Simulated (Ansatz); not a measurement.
Ansatz (a first-principles code) input:

Ansatz 0.2 input:
```yaml
crystal:
  periodic: [false, false, false]
  atoms:
    - {symbol: Rb, position_ang: [-0.00000000, -0.00000000, -0.41833162]}
    - {symbol: O, position_ang: [0.00000000, 0.00000000, 1.93478374]}
basis:
  gaussian:
    orbitals: def2-TZVP
hamiltonian:
  xc: b3lyp
  dispersion: d3bj
magnetization: {spin_polarized: true, initial_magnetization: 1}
phonons: {temperatures: {t_min: 298.15, t_max: 298.15, t_step: 100}}
```

Question: Predict the final energy.

Answer: -99.29254 Eh (B3LYP-D3(BJ)/def2-TZVP). The basis has 64 functions.
